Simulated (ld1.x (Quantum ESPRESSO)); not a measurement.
## Transferability test, TM potential for selenium (Se)

* Element: selenium
* Generator: ld1.x (Quantum ESPRESSO) 7.5
* Type: norm-conserving Troullier–Martins (Kleinman–Bylander form)
* Functional: LDA (PZ)
* Relativity: scalar-relativistic
* Frozen core: [Ar] 3d10
* Valence charge: 6
* Reference configuration: 4s2 4p4
* Partial waves: 4s (bound): rc 1.45 bohr; 4p (bound): rc 1.85 bohr; 4d channel at 0.05 Ry: rc 1.60 bohr
* Local potential: the d channel
* Core correction: none

Energies are relative to the spin-unpolarised reference configuration 4s2 4p4; without spin polarisation the order of configurations can differ from experiment. Spin-polarised rows fill each open shell by Hund’s rule, majority spin first.

```csv
valence configuration,charge,ΔE all-electron (eV),error AE − PS (meV)
4s2 4p2,+2,31.567,+4.5
4s2 4p1,+3,62.723,+47
4s2 4p0,+4,105.295,+198
4s2 4p4.3,-0.3,-1.637,+0.3
4s1 4p4,+1,22.594,+3.5
4s2 4p4 (spin-polarised),0,-0.593,+82
4s2 4p3 (spin-polarised),+1,9.371,+257
```

Task: What are ΔE and the potential's error for 4s0 4p6?

Result: ΔE = 22.094 eV all-electron; the error (AE − PS) is +19 meV.

Task: What are ΔE and the potential's error for 4s2 4p3?

Result: ΔE = 11.009 eV all-electron; the error (AE − PS) is -1.3 meV.

Note: ghost states, extra bound levels that the all-electron valence spectrum of the same l lacks: s at -3800.7 eV, p at -692.1 eV. A true bound ghost makes a file unfit for plane-wave use.
